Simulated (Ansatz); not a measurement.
Geometry optimisation, RKS PBE-D4/6-31G* (Ansatz).

The input (input.yaml):

```yaml
crystal:
  periodic: [false, false, false]
  atoms:
    - { symbol: Cl, position_ang: [-3.1183, 1.4508, 0.6729] }
    - { symbol: Al, position_ang: [-1.2063, 0.7765, -0.0575] }
    - { symbol: C, position_ang: [0.6969, 0.5615, 0.2295] }
    - { symbol: Si, position_ang: [0.307, -1.083, -0.4606] }
    - { symbol: H, position_ang: [1.0417, 0.5104, 1.29] }
    - { symbol: H, position_ang: [1.3832, 1.1597, -0.4379] }
    - { symbol: H, position_ang: [0.7007, -1.2907, -1.8415] }
    - { symbol: H, position_ang: [0.2872, -2.1423, 0.5493] }
basis:
  gaussian: { orbitals: "6-31G*" }
hamiltonian:
  xc: pbe
  dispersion: d4
relax:
  f_tol: 0.02
  max_steps: 50
```

Run as:

```bash
$ ansatz run input.yaml --threads 1 --pin off --max-ram 2048MiB --backend cpu --events-out ev --progress --plain --runs-dir out
```

Task: Where does it end, and by what steps?

Result: The forces met the threshold. The force dipped under the threshold on the way, but the program's further checks kept it going. After 8 steps the energy has fallen by 0.622 eV; Cl1 moved furthest, 0.32 Å.

| step | energy less start (eV) | largest force component (eV/Å) | accepted |
| --- | --- | --- | --- |
| 0 | 0.0000 | 2.706 | yes |
| 1 | -0.5297 | 1.106 | yes |
| 2 | -0.5972 | 0.393 | yes |
| 3 | -0.5820 | 0.355 | no |
| 4 | -0.6129 | 0.060 | yes |
| 5 | -0.6180 | 0.092 | yes |
| 6 | -0.6212 | 0.042 | yes |
| 7 | -0.6220 | 0.019 | yes |
| 8 | -0.6224 | 0.019 | yes |

```xyz
8
Properties=species:S:1:pos:R:3
Cl -3.046 1.714 0.513
Al -1.296 0.579 0.140
C 0.648 0.613 0.333
Si 0.180 -1.124 -0.502
H 1.213 0.577 1.278
H 1.173 1.287 -0.371
H 0.790 -1.404 -1.848
H 0.430 -2.300 0.401
```

Run time: 31 s on 1 thread of Arm Neoverse V2, on a shared host, peak memory 0.14 GiB.
